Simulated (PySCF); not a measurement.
**Ionisation energy of Sc(7+) by level of theory**

Sc(7+) [Ne] 3s2 3p2 (3P) → Sc(8+) [Ne] 3s2 3p1 (2P), as a difference of total energies. All numbers are calculated (PySCF 2.14, scalar relativity by spin-free X2C-1e, in an uncontracted even-tempered set (19 s from 0.25 bohr⁻², ratio 2.5; 12 p from 0.33 bohr⁻², ratio 2.5; 5 d from 2.3 bohr⁻², ratio 2.7; 5 f from 3.5 bohr⁻², ratio 2.7)). Correlated levels: outer shells: 1s2 frozen; virtual orbitals above 40 to 60 times the deepest correlated orbital energy dropped. The calculations carry no spin-orbit coupling.

```tsv
method	ionisation energy (eV)
UHF	157.35
MP2 (outer shells)	157.93
SCS-MP2 (outer shells)	157.80
CCSD (outer shells)	157.91
CCSD(T) (outer shells)	157.92
```

Task: How much does correlation contribute at CCSD(T) (outer shells)?

Result: 157.92 − (157.35) = 0.57 eV, measured against UHF.

A first-order spin-orbit estimate (lowest level to lowest level, LS coupling) adds -0.028 eV.

For comparison: 158.08 ± 0.25 eV (semi-empirical (NIST evaluation); NIST Atomic Spectra Database, ionization energies).
